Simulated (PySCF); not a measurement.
**Polarisability as a sum over states**

Compound: C3H6F4Si.
Structure used (GFN2-xTB), in Å, numbered top down from 1:
```xyz
14
C3H6F4Si angstrom
C      0.1501    1.2516   -0.8967
C     -0.1832    0.2947    0.2354
F     -0.9633    0.9708    1.1732
Si    -1.1717   -1.2843   -0.2918
C      1.0880   -0.1101    0.9588
F      0.8518   -0.9157    2.0036
F      1.8107    0.9170    1.4224
F      1.8961   -0.7992    0.1299
H      0.7771    0.7489   -1.6281
H     -0.7698    1.5747   -1.3769
H      0.6739    2.1289   -0.5179
H     -1.4703   -2.0277    0.9243
H     -0.3221   -2.0105   -1.2312
H     -2.3680   -0.7395   -0.9272
```

Theory: PySCF 2.14.0, density-fitted response routines, TDDFT B3LYP/def2-SVPD, vertical, gas phase, core orbitals frozen in the response.

Excitation energies and transition dipoles (atomic units, axes of the coordinates) of those of the lowest 8 singlets that add 0.02 au or more to the mean polarisability:

```csv
state,ΔE (hartree),μx,μy,μz
S1,0.2875,-0.332,-0.311,-0.085
S2,0.3012,-0.156,-0.050,0.020
S3,0.3096,-0.459,-0.816,-0.180
S4,0.3143,0.290,0.369,0.184
S5,0.3240,-0.025,-0.167,0.094
S6,0.3300,-0.046,0.210,0.162
S7,0.3331,-0.058,0.114,0.043
```

Question: What does each state add to αxx, αyy and αzz, and how do the sums compare with the full static tensor?

Answer: Each state adds 2 μα² / ΔE.

| state | αxx (au) | αyy (au) | αzz (au) |
| --- | --- | --- | --- |
| S1 | 0.77 | 0.67 | 0.05 |
| S2 | 0.16 | 0.02 | 0.00 |
| S3 | 1.36 | 4.30 | 0.21 |
| S4 | 0.54 | 0.87 | 0.22 |
| S5 | 0.00 | 0.17 | 0.05 |
| S6 | 0.01 | 0.27 | 0.16 |
| S7 | 0.02 | 0.08 | 0.01 |
| all 8 states | 2.9 | 6.4 | 0.7 |
| full response | 66.8 | 69.4 | 64.8 |
| share (%) | 4 | 9 | 1 |

The rest comes from the higher roots of the same response equations.

Question: Give the full tensor and its principal values.

Answer: In au, rows and columns x, y, z:
```
x   66.8  4.5  2.1
y    4.5 69.4 -0.6
z    2.1 -0.6 64.8
```
Principal values 62.0, 66.2 and 72.9 au; mean 67.0 au (9.93 Å³).

Question: By how much does the contribution of these states grow at 532 nm?

Answer: With ω = 0.0856 hartree each state's term in the mean polarisability goes from f / ΔE² to f / (ΔE² − ω²), f = (2/3) ΔE |μ|²; the sum over all 8 states goes from 3.33 to 3.61 au, a rise of 0.28 au.
